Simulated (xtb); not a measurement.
xtb input (GFN2-xTB):

```bash
xtb mol.xyz --gfn 2 --sp --chrg 0 --uhf 0
```
mol.xyz:
```
8

C     -1.62475432    -0.25488781    -0.31884178
O     -0.28187607    -0.54327042    -0.01206628
Al     1.11807958     0.37744654     0.20190218
H     -1.80163841     0.81910310    -0.44903336
H     -1.91273542    -0.76415388    -1.24267339
H     -2.27493424    -0.61456452     0.48343537
H      2.42812200    -0.41854651     0.54577849
H      1.02968602     1.94684693     0.04734549
```

Output:

```
           -------------------------------------------------
          |                Calculation Setup                |
           -------------------------------------------------

           -------------------------------------------------
          |                 G F N 2 - x T B                 |
           -------------------------------------------------

        Reference                      10.1021/acs.jctc.8b01176
      * Hamiltonian:
        H0-scaling (s, p, d)           1.850000    2.230000    2.230000
        zeta-weighting                 0.500000
      * Dispersion:
        s8                             2.700000
        a1                             0.520000
        a2                             5.000000
        s9                             5.000000
      * Repulsion:
        kExp                           1.500000    1.000000
        rExp                           1.000000
      * Coulomb:
        alpha                          2.000000
        third order                    shell-resolved
        anisotropic                    true
        a3                             3.000000
        a5                             4.000000
        cn-shift                       1.200000
        cn-exp                         4.000000
        max-rad                        5.000000

          ...................................................
          :                      SETUP                      :
          :.................................................:
          :  # basis functions                  23          :
          :  # atomic orbitals                  22          :
          :  # shells                           12          :
          :  # electrons                        18          :
          :  max. iterations                   250          :
          :  Hamiltonian                  GFN2-xTB          :
          :  restarted?                      false          :
          :  GBSA solvation                  false          :
          :  PC potential                    false          :
          :  electronic temp.          300.0000000     K    :
          :  accuracy                    1.0000000          :
          :  -> integral cutoff          0.2500000E+02      :
          :  -> integral neglect         0.1000000E-07      :
          :  -> SCF convergence          0.1000000E-05 Eh   :
          :  -> wf. convergence          0.1000000E-03 e    :
          :  Broyden damping             0.4000000          :
          :  net charge                          0          :
          :  unpaired electrons                  0          :
          ...................................................

 iter      E             dE          RMSdq      gap      omega  full diag
   1     -9.8686841 -0.986868E+01  0.202E+01    5.20       0.0  T
   2     -9.9433772 -0.746931E-01  0.126E+01    5.09       1.0  T
   3     -9.9386446  0.473259E-02  0.205E+00    4.32       1.0  T
   4     -9.9525580 -0.139133E-01  0.879E-01    4.76       1.0  T
   5     -9.9531442 -0.586285E-03  0.497E-01    4.87       1.0  T
   6     -9.9532049 -0.606897E-04  0.127E-01    4.83       1.0  T
   7     -9.9532209 -0.159985E-04  0.489E-02    4.85       1.0  T
   8     -9.9532219 -0.985221E-06  0.932E-03    4.85       3.8  T
   9     -9.9532219 -0.906255E-08  0.427E-03    4.85       8.3  T
  10     -9.9532220 -0.294988E-07  0.134E-03    4.85      26.4  T
  11     -9.9532220 -0.684667E-09  0.782E-04    4.85      45.2  T
  12     -9.9532220 -0.425702E-09  0.157E-04    4.85     224.7  T

   *** convergence criteria satisfied after 12 iterations ***

         #    Occupation            Energy/Eh            Energy/eV
      -------------------------------------------------------------
         1        2.0000           -0.6875086             -18.7081
       ...           ...                  ...                  ...
         3        2.0000           -0.5512215             -14.9995
         4        2.0000           -0.5346345             -14.5481
         5        2.0000           -0.5335443             -14.5185
         6        2.0000           -0.4780725             -13.0090
         7        2.0000           -0.4351630             -11.8414
         8        2.0000           -0.4302168             -11.7068
         9        2.0000           -0.4063746             -11.0580 (HOMO)
        10                         -0.2282049              -6.2098 (LUMO)
        11                         -0.1885828              -5.1316
        12                         -0.1652383              -4.4964
        13                         -0.1355349              -3.6881
        14                         -0.0985347              -2.6813
       ...                                ...                  ...
        22                          0.8750446              23.8112
      -------------------------------------------------------------
                  HL-Gap            0.1781697 Eh            4.8482 eV
             Fermi-level           -0.3172897 Eh           -8.6339 eV

 SCC (total)                   0 d,  0 h,  0 min,  0.004 sec
 SCC setup                      ...        0 min,  0.000 sec (  1.894%)
 Dispersion                     ...        0 min,  0.000 sec (  0.842%)
 classical contributions        ...        0 min,  0.000 sec (  0.382%)
 integral evaluation            ...        0 min,  0.001 sec ( 14.402%)
 iterations                     ...        0 min,  0.002 sec ( 51.688%)
 molecular gradient             ...        0 min,  0.001 sec ( 27.945%)
 printout                       ...        0 min,  0.000 sec (  2.569%)

         :::::::::::::::::::::::::::::::::::::::::::::::::::::
         ::                     SUMMARY                     ::
         :::::::::::::::::::::::::::::::::::::::::::::::::::::
         :: total energy              -9.873867460785 Eh    ::
         :: gradient norm              0.030310958174 Eh/a0 ::
         :: HOMO-LUMO gap              4.848242964843 eV    ::
         ::.................................................::
         :: SCC energy                -9.953221183542 Eh    ::
         :: -> isotropic ES            0.045374580677 Eh    ::
         :: -> anisotropic ES          0.007432375628 Eh    ::
         :: -> anisotropic XC         -0.005032829347 Eh    ::
         :: -> dispersion             -0.002899150033 Eh    ::
         :: repulsion energy           0.079353722758 Eh    ::
         :: add. restraining           0.000000000000 Eh    ::
         :: total charge               0.000000000000 e     ::
         :::::::::::::::::::::::::::::::::::::::::::::::::::::

           -------------------------------------------------
          |                Property Printout                |
           -------------------------------------------------

    * Orbital Energies and Occupations

         #    Occupation            Energy/Eh            Energy/eV
      -------------------------------------------------------------
         1        2.0000           -0.6875086             -18.7081
         2        2.0000           -0.6214957             -16.9118
         3        2.0000           -0.5512215             -14.9995
         4        2.0000           -0.5346345             -14.5481
         5        2.0000           -0.5335443             -14.5185
         6        2.0000           -0.4780725             -13.0090
         7        2.0000           -0.4351630             -11.8414
         8        2.0000           -0.4302168             -11.7068
         9        2.0000           -0.4063746             -11.0580 (HOMO)
        10                         -0.2282049              -6.2098 (LUMO)
        11                         -0.1885828              -5.1316
        12                         -0.1652383              -4.4964
Note: The following floating-point exceptions are signalling: IEEE_UNDERFLOW_FLAG IEEE_DENORMAL
normal termination of xtb
        13                         -0.1355349              -3.6881
        14                         -0.0985347              -2.6813
        15                         -0.0148054              -0.4029
        16                          0.1134782               3.0879
        17                          0.1497038               4.0736
        18                          0.1983658               5.3978
        19                          0.2005203               5.4564
        20                          0.4914740              13.3737
       ...                                ...                  ...
        22                          0.8750446              23.8112
      -------------------------------------------------------------
                  HL-Gap            0.1781697 Eh            4.8482 eV
             Fermi-level           -0.3172897 Eh           -8.6339 eV

     #   Z          covCN         q      C6AA      α(0)
     1   6 C        3.678     0.043    20.073     6.418
     2   8 O        1.585    -0.340    19.765     5.999
     3  13 Al       2.539     0.424    93.679    19.841
     4   1 H        0.924     0.050     2.324     2.384
     5   1 H        0.924     0.049     2.330     2.387
     6   1 H        0.924     0.049     2.330     2.387
     7   1 H        0.876    -0.136     7.054     4.158
     8   1 H        0.873    -0.138     7.125     4.179

 Mol. C6AA /au·bohr⁶  :        787.794567
 Mol. C8AA /au·bohr⁸  :      29005.357898
 Mol. α(0) /au        :         47.753947

Wiberg/Mayer (AO) data.
largest (>0.10) Wiberg bond orders for each atom

 ---------------------------------------------------------------------------
     #   Z sym  total        # sym  WBO       # sym  WBO       # sym  WBO
 ---------------------------------------------------------------------------
     1   6 C    3.945 --     5 H    0.978     6 H    0.978     4 H    0.975
                             2 O    0.962
     2   8 O    2.388 --     3 Al   1.349     1 C    0.962
     3  13 Al   3.209 --     2 O    1.349     8 H    0.894     7 H    0.893
     4   1 H    0.998 --     1 C    0.975
     5   1 H    0.998 --     1 C    0.978
     6   1 H    0.998 --     1 C    0.978
     7   1 H    0.981 --     3 Al   0.893
     8   1 H    0.981 --     3 Al   0.894
 ---------------------------------------------------------------------------

Topologies differ in total number of bonds
Writing topology from bond orders to xtbtopo.mol

molecular dipole:
                 x           y           z       tot (Debye)
 q only:       -0.506       0.180      -0.122
   full:       -0.496       0.202      -0.122       1.395
molecular quadrupole (traceless):
                xx          xy          yy          xz          yz          zz
 q only:        1.690       0.397      -2.401       0.172       0.352       0.710
  q+dip:        0.787       0.367      -1.222       0.040       0.222       0.435
   full:        0.395       0.867      -4.688      -0.953       0.985       4.293

           -------------------------------------------------
          | TOTAL ENERGY               -9.873867460785 Eh   |
          | GRADIENT NORM               0.030310958174 Eh/α |
          | HOMO-LUMO GAP               4.848242964843 eV   |
           -------------------------------------------------

------------------------------------------------------------------------
------------------------------------------------------------------------
 total:
 SCF:
```
